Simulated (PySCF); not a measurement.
Compound: C3H7NOSi.
Numbering: `[CH2:1]=[N:2][C:3](=[CH2:4])[O:5][SiH3:6]` (hydrogens: H7, H8 on C1; H9, H10 on C4; H11, H12, H13 on Si6)

Computed, not measured: PBE0-D3(BJ)/def2-SVP geometry optimisation, gas phase (PySCF).

Q: List the bond lengths, angles and torsions at this level.

A: 
| bond | length (Å) | order |
| --- | --- | --- |
| C1=N2 | 1.266 | double |
| N2–C3 | 1.399 | single |
| C3=C4 | 1.342 | double |
| C3–O5 | 1.345 | single |
| O5–Si6 | 1.697 | single |
| C1–H7 | 1.105 | single |
| C1–H8 | 1.098 | single |
| C4–H9 | 1.090 | single |
| C4–H10 | 1.089 | single |
| Si6–H11, Si6–H12, Si6–H13 | 1.490 | single |

Bonds in one row agree within 0.01 Å and their mean is given. Orders are formal, as drawn. A selection of angles:
| angle | degrees |
| --- | --- |
| N2–C1–H7 | 123.0 |
| N2–C1–H8 | 119.1 |
| H7–C1–H8 | 117.9 |
| C1–N2–C3 | 122.0 |
| N2–C3–C4 | 125.7 |
| N2–C3–O5 | 111.8 |
| C4–C3–O5 | 122.3 |
| C3–C4–H9 | 119.8 |
| C3–C4–H10 | 120.7 |
| H9–C4–H10 | 119.4 |
| C3–O5–Si6 | 121.9 |
| O5–Si6–H11 | 102.5 |
| O5–Si6–H12 | 112.3 |
| H11–Si6–H12 | 109.1 |
| H12–Si6–H13 | 110.9 |

Dihedral angles: C1–N2–C3–C4 40° (synclinal); N2–C3–O5–Si6 -10° (synperiplanar). The mirror-image conformer, all signs reversed, is as good.

Of the pairs four or more bonds apart, C4···H7 is among the closest relative to their van der Waals radii: 2.79 Å, 96 % of the sum of Bondi's values. Si6 (oxygen-bound silicon) is distorted tetrahedral (angles from 102.5° to 112.3°). The C–N distances run from 1.266 Å (C1=N2, drawn double) to 1.399 Å (N2–C3, drawn single), a spread of 0.133 Å. N2 (imine nitrogen) is bent (angle 122.0°).

Point group: C1 (no symmetry element, even within 0.4 Å). Stationary, but not proved a minimum. One conformer, not necessarily the lowest.

On Arm Neoverse V2, one thread, shared host, this took 48 s of wall time and 0.51 GiB of memory at its peak. These figures are those of the optimisation.
